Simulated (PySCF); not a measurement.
**Telling isomers of C5H6FN apart by NMR**

[PySCF 2.14.0 with density-fitted response routines: GIAO PBE0/pcSseg-1 shieldings; geometry from GFN2-xTB; J couplings at B3LYP/pcJ-1 (spin–dipole term left out of most H,H and C,H couplings); equivalent nuclei averaged; no solvent; single conformer; non-relativistic Hamiltonian]

References, each an isolated molecule treated in the same way: ¹H (σ = 31.72 ppm), ¹³C (σ = 186.93 ppm) vs TMS. Multiplet labels drop J under 1 Hz and among equivalent protons, and merge close values. Unscaled 3J(H,H) run several per cent high. Splittings of carbon signals by F and P are missing where no couplings were computed. Where no couplings were computed, multiplicities follow the n + 1 count of equivalent neighbours, and m marks all less simple cases (inequivalent or close neighbours, rings, F or P nearby). One-bond C–F couplings are unscaled and too large by tens of Hz. Shifts are as computed. Against solution values, carbons near 30 ppm lie about +3 ppm off and those near 130 ppm about +5 ppm. Of 1211 compounds with measured shifts, 218 miss one by over three times the rms of a fit or turn the order of signals round; such compounds aren't used in these exercises.

(1) Tabulate the signals of `Cn1ccc(F)c1`, `C/C(=C/C#N)CF`, `C/C(F)=C(/C)C#N` and their relative energies.

(2) What is the quickest way to tell Cn1ccc(F)c1 from C/C(F)=C(/C)C#N?

(3) What is the quickest way to tell Cn1ccc(F)c1 from C/C(=C/C#N)CF?

(4) What is the quickest way to tell C/C(=C/C#N)CF from C/C(F)=C(/C)C#N?

## Answers

(1) 
```tsv
SMILES	carbon types	δC	δH	E rel. (kcal/mol)
Cn1ccc(F)c1	1×C 3×CH 1×CH3	161.5, 119.9, 109.1, 104.0, 37.3	6.30 (m, 1H), 6.30 (m, 1H), 6.15 (m, 1H), 3.66 (s, 3H)	0.0
C/C(=C/C#N)CF	2×C 1×CH 1×CH2 1×CH3	174.2, 119.8, 98.5, 87.4, 22.6	5.65 (m, 2H), 5.23 (m, 1H), 2.23 (s, 3H)	11.5
C/C(F)=C(/C)C#N	3×C 2×CH3	182.8, 122.9, 96.7, 20.7, 15.1	2.43 (m, 3H), 1.96 (s, 3H)	4.2
```

Energies are electronic energies at PBE0/pcSseg-1 on these geometries, without zero-point or thermal terms, each for the one conformer computed, which needn't be the lowest.

(2) Both give the same number of carbon signals, but DEPT or the intensities differ. The first has an aromatic CH next to a ring nitrogen at 119.9 ppm, the second a fully substituted alkene carbon (C) at 96.7 ppm. Their most deshielded carbons lie at 161.5 and 182.8 ppm. In the proton spectra the most deshielded non-exchanging signals are 6.30 (m, 1H) and 2.43 (m, 3H).

(3) Both give the same number of carbon signals, but DEPT or the intensities differ. The first has an aromatic CH next to a ring nitrogen at 119.9 ppm, the second an allylic sp3 CH2 bonded to F at 87.4 ppm. Their most deshielded carbons lie at 161.5 and 174.2 ppm. In the proton spectra the most deshielded non-exchanging signals are 6.30 (m, 1H) and 5.65 (m, 2H).

(4) Both give the same number of carbon signals, but DEPT or the intensities differ. The first has an alkene CH at 98.5 ppm, the second a fully substituted alkene carbon (C) at 96.7 ppm. Their most deshielded carbons lie at 174.2 and 182.8 ppm. In the proton spectra the most deshielded non-exchanging signals are 5.65 (m, 2H) and 2.43 (m, 3H).
